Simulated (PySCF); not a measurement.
[CrCl5]3-: Cr(II) (d4), charge -3. The structure is a model geometry with rigid ligands and bond lengths from ionic radii and apical angle changed to 105.00°, not a minimum; coordination square pyramidal, point group C4v, metal–donor distances 2.45 Å.

```
6

Cr    0.000    0.000    0.000
Cl    0.000    0.000    2.450
Cl    2.367    0.000   -0.634
Cl   -2.367    0.000   -0.634
Cl    0.000    2.367   -0.634
Cl    0.000   -2.367   -0.634
```

Method (PySCF 2.14, density fitting): CASSCF(4,5) with orbitals averaged over all microstates of the shell, strongly contracted NEVPT2 on the averaged canonical orbitals; basis x2c-TZVPall on the metal, x2c-SVPall elsewhere; spin-free X2C; IEF-PCM water; spin-orbit coupling by state interaction with the mean-field operator over all roots.

Task: What is the ground state?

Result: 5B1 (S = 2, orbital degeneracy 1), orbital occupations from the lowest 1.0 1.0 1.0 1.0 0.0, by NEVPT2.

Task: List the excited states of the same spin.

Result: By NEVPT2: 5A1 at 6281 cm⁻¹ (1592 nm); 5E at 8672 cm⁻¹ (1153 nm); 5B2 at 8780 cm⁻¹ (1139 nm). The strongest, at 8672 cm⁻¹, has f = 3.4e-05.

Task: Which is the lowest state of another spin?

Result: 3A2 at 16468 cm⁻¹ by NEVPT2; CASSCF alone puts it at 18050 cm⁻¹ above the same ground state.

Task: What ligand-field parameters describe the result?

Result: At CASSCF level (the NEVPT2 levels don't fit a ligand-field model well): orbital energies 0, 0, 31, 2006, 7295 cm⁻¹; B = 966 cm⁻¹; C = 3603 cm⁻¹; B over its free-ion value at the same level 0.929; rms of the fit 66 cm⁻¹; ζ = 222 cm⁻¹ (free ion 239).

Task: What are the magnetic parameters?

Result: The ground multiplet follows a spin Hamiltonian with S = 2, g = 1.955, 1.990, 1.990, D = -1.95 cm⁻¹, E/|D| = 0.00 (spin-orbit part alone); the lowest levels hold 100 % of the spin-free ground state. μeff is 4.87 μB at 300 K and 4.79 μB at 10 K; the spin-only value is 4.90 μB.

NEVPT2 lifts 5A1 from 5154 to 6281 cm⁻¹; on the d shell alone such lifts tend to overshoot. Gaps between spin states lean to high spin in this active space.

The job took 11 s on one thread of Intel Xeon 6975P-C (shared host), with 138 basis functions, launched as `OMP_NUM_THREADS=1 python lf_run.py task.json out`.
